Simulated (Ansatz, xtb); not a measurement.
## Isomers of CuF2H2NOSi in order of energy

4 gas-phase structures of CuF2H2NOSi, found in a search over its isomers (lower ones may exist). Each was relaxed with GFN2-xTB:

A. `O[Si](F)(F)[NH][Cu]`, a singlet
B. a singlet given by its coordinates
C. `N[Si](F)(F)[O][Cu]`, a singlet
D. a singlet given by its coordinates

B (Å):

```
atom    x (Å)    y (Å)    z (Å)
  Cu  -1.6027   0.0040   1.8344
   F   0.9283   1.7393  -0.3633
   F   0.5871  -0.5647  -1.2003
   N   0.4848  -0.1933   1.4931
   O  -1.5383   0.6367   0.0120
  Si  -0.0038   0.4620  -0.1259
   H   0.8921  -1.1183   1.4553
   H   1.1345   0.3955   1.9971
```

Close contacts (Å): Cu1–N4 2.12, Cu1–O5 1.93, Cu1–Si6 2.57, F2–Si6 1.60, F3–Si6 1.60, N4–Si6 1.81, O5–Si6 1.55, N4–H7 1.01, N4–H8 1.01.

D (Å):

```xyz
8

Cu    1.5177   -0.1736    2.2519
F    -1.0612   -0.7912   -0.6944
F    -0.8590    1.6155   -0.3720
N     1.4587    0.0792    0.3596
O    -0.6030    0.0686    1.7469
Si   -0.1820    0.2551    0.1501
H     2.1260    0.1907   -0.3782
H    -1.5277    0.0273    1.9888
```

Close contacts (Å): Cu1–N4 1.91, Cu1–O5 2.19, Cu1–Si6 2.74, F2–Si6 1.61, F3–Si6 1.61, N4–Si6 1.66, O5–Si6 1.66, N4–H7 1.00, O5–H8 0.96.

Make a reasoned guess at their ranking by r2SCAN-D4/def2-SVP single-point energy.

Calculated order at r2SCAN-D4/def2-SVP: B (0.0), C (23.7), D (44.6), A (53.9) kJ/mol.

Energies above the lowest of each column, in kJ/mol:

```tsv
structure	GFN2-xTB	HF/STO-3G	r2SCAN-D4/def2-SVP
B	0.0	63.0	0.0
C	8.0	0.0	23.7
D	68.9	29.4	44.6
A	75.7	68.4	53.9
```

r2SCAN-D4/def2-SVP puts B lowest; HF/STO-3G picks C. Flexible structures stand in one conformer each, not always the lowest. Frequencies (B3LYP-D3(BJ)/def2-SVP) were run for B alone.

Over these structures GFN2-xTB departs from r2SCAN-D4/def2-SVP by 15.4 kJ/mol on average once a common shift is removed. A GFN2-xTB relaxation took about 0.086 s and the r2SCAN-D4/def2-SVP energy about 1.5 s on a shared host (Ansatz 0.2.0, xtb 6.7.1).
